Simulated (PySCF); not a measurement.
## Optical rotation: SMILES CC=C=C(C)N(C)C, C7H13N

Molfile (atoms numbered from 1):
```
C7H13N
     RDKit          3D

 21 20  0  0  0  0  0  0  0  0999 V2000
    3.2978   -1.3194   -0.0475 C   0  0  0  0  0  0  0  0  0  0  0  0
    2.1463   -0.8157   -0.8691 C   0  0  0  0  0  0  0  0  0  0  0  0
    1.0638   -0.2427   -0.3975 C   0  0  0  0  0  0  0  0  0  0  0  0
   -0.0295    0.3885    0.0071 C   0  0  0  0  0  0  0  0  0  0  0  0
   -0.0179    1.8860    0.1677 C   0  0  0  0  0  0  0  0  0  0  0  0
   -1.2438   -0.2701    0.2445 N   0  0  0  0  0  0  0  0  0  0  0  0
   -1.2366   -1.6941    0.0430 C   0  0  0  0  0  0  0  0  0  0  0  0
   -2.0360    0.1630    1.3693 C   0  0  0  0  0  0  0  0  0  0  0  0
    4.2412   -0.8366   -0.3533 H   0  0  0  0  0  0  0  0  0  0  0  0
    3.1388   -1.1267    1.0226 H   0  0  0  0  0  0  0  0  0  0  0  0
    3.4374   -2.4045   -0.1883 H   0  0  0  0  0  0  0  0  0  0  0  0
    2.2399   -0.9544   -1.9584 H   0  0  0  0  0  0  0  0  0  0  0  0
    0.9081    2.2993   -0.2501 H   0  0  0  0  0  0  0  0  0  0  0  0
   -0.8748    2.3357   -0.3595 H   0  0  0  0  0  0  0  0  0  0  0  0
   -0.0738    2.1888    1.2258 H   0  0  0  0  0  0  0  0  0  0  0  0
   -0.8069   -1.9277   -0.9415 H   0  0  0  0  0  0  0  0  0  0  0  0
   -2.2681   -2.0755    0.0756 H   0  0  0  0  0  0  0  0  0  0  0  0
   -0.6381   -2.2377    0.8044 H   0  0  0  0  0  0  0  0  0  0  0  0
   -2.1605    1.2539    1.3682 H   0  0  0  0  0  0  0  0  0  0  0  0
   -3.0404   -0.2811    1.2984 H   0  0  0  0  0  0  0  0  0  0  0  0
   -1.6041   -0.1316    2.3498 H   0  0  0  0  0  0  0  0  0  0  0  0
  1  2  1  0
  2  3  2  0
  3  4  2  0
  4  5  1  0
  4  6  1  0
  6  7  1  0
  6  8  1  0
  1  9  1  0
  1 10  1  0
  1 11  1  0
  2 12  1  0
  5 13  1  0
  5 14  1  0
  5 15  1  0
  7 16  1  0
  7 17  1  0
  7 18  1  0
  8 19  1  0
  8 20  1  0
  8 21  1  0
M  END
```

The calculation used TDDFT CAM-B3LYP/aug-cc-pVDZ circular dichroism and optical rotation, one conformer, gas phase in PySCF. Geometry: PBE0-D3(BJ)/def2-SVP.

No stereocentre is labelled: unless the shape is locked (an allene, a helicene, a hindered biaryl), the mirror image is equally populated and a measured rotation or CD is zero.

(1) What is the specific rotation at 633, 589.3, 546, 436, 405, 365, 355 nm?

(2) And for the mirror image at 589.3 nm?

(3) What is the molar rotation [Φ] = [α]·M/100 of the geometry above at 589.3 nm?

Results:

(1) [α] in deg dm⁻¹ (g/mL)⁻¹:
| λ (nm) | origin-invariant length gauge | modified velocity gauge | length gauge (centre of mass) | isotropic polarisability (au) |
| --- | --- | --- | --- | --- |
| 633 | +269.5 | +255.7 | +270.4 | 109.1 |
| 589.3 | +316.6 | +300.2 | +317.7 | 109.8 |
| 546 | +377.1 | +357.1 | +378.4 | 110.6 |
| 436 | +642.5 | +604.7 | +645.0 | 114.3 |
| 405 | +767.9 | +720.0 | +771.1 | 116.2 |
| 365 | +979.9 | +909.8 | +984.6 | 119.6 |
| 355 | +1040.2 | +961.7 | +1045.5 | 120.7 |

(2) -316.6 deg dm⁻¹ (g/mL)⁻¹ (origin-invariant length gauge): the same size and the opposite sign.

(3) With M = 111.19 g/mol, +352.1 deg cm² dmol⁻¹ (origin-invariant length gauge).

The first excitation lies at 4.72 eV (263 nm) with R = -14.9 × 10⁻⁴⁰ esu² cm² (velocity form).
